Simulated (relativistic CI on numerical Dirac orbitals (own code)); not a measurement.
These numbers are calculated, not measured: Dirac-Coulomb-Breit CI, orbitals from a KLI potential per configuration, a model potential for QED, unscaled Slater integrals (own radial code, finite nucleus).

Configurations in the expansion (outside the closed core 1s2): 2s2 2p5, 2s 2p6, 2s2 2p4 3s, 2s2 2p4 3p, 2p6 3s, 2s2 2p4 3d, 2p6 3p, 2s 2p5 3s, 2p6 3d, 2s2 2p4 4s, 2s 2p5 3p, 2s2 2p4 4p, 2s2 2p4 4d, 2s2 2p4 4f, 2s 2p5 3d, 2s2 2p4 5s, 2s2 2p4 5p, 2s2 2p3 3s2, 2s2 2p4 5d, 2s2 2p4 5f, 2s2 2p4 5g, 2s2 2p3 3s 3p, 2s2 2p3 3p2, 2s 2p5 4s, 2s2 2p3 3s 3d, 2s 2p5 4p, 2s 2p5 4d, 2s2 2p3 3p 3d, 2s 2p5 4f, 2s 2p4 3s2, 2s2 2p3 3d2, 2s 2p5 5s, 2s 2p4 3s 3p, 2s 2p5 5p, 2s 2p5 5d, 2s 2p5 5f. Levels of other configurations are missing.

At this charge configurations can still be misplaced by up to about 7 % of their energy.

Outline of the computed level scheme of S VIII. Lowest level of each configuration: 2s2 2p5 2P°_3/2 at 0.000 eV; 2s 2p6 2S_1/2 at 64.349 eV; 2s2 2p4 3s 4P_5/2 at 192.531 eV; 2s2 2p4 3p 4P°_5/2 at 205.445 eV; 2s2 2p4 3d 4D_7/2 at 224.016 eV.

Some strong electric-dipole decays among the lowest 45 levels: 2s2 2p4 3s 2P_3/2 → 2s2 2p5 2P°_3/2 (1.8e+11 s⁻¹); 2s2 2p4 3s 2P_1/2 → 2s2 2p5 2P°_1/2 (1.3e+11 s⁻¹); 2s2 2p4 3s 2D_5/2 → 2s2 2p5 2P°_3/2 (8.2e+10 s⁻¹); 2s2 2p4 3s 2P_1/2 → 2s2 2p5 2P°_3/2 (7.8e+10 s⁻¹); 2s2 2p4 3s 2D_3/2 → 2s2 2p5 2P°_1/2 (7.7e+10 s⁻¹); 2s2 2p4 3s 2S_1/2 → 2s2 2p5 2P°_3/2 (4.8e+10 s⁻¹); 2s2 2p4 3s 2S_1/2 → 2s2 2p5 2P°_1/2 (3.6e+10 s⁻¹); 2s2 2p4 3d 2F_5/2 → 2s2 2p5 2P°_3/2 (3.3e+10 s⁻¹).

LS names give the leading component of a level, which can be under half, so a name can repeat, a term be missing and a line seem to break the LS rules.
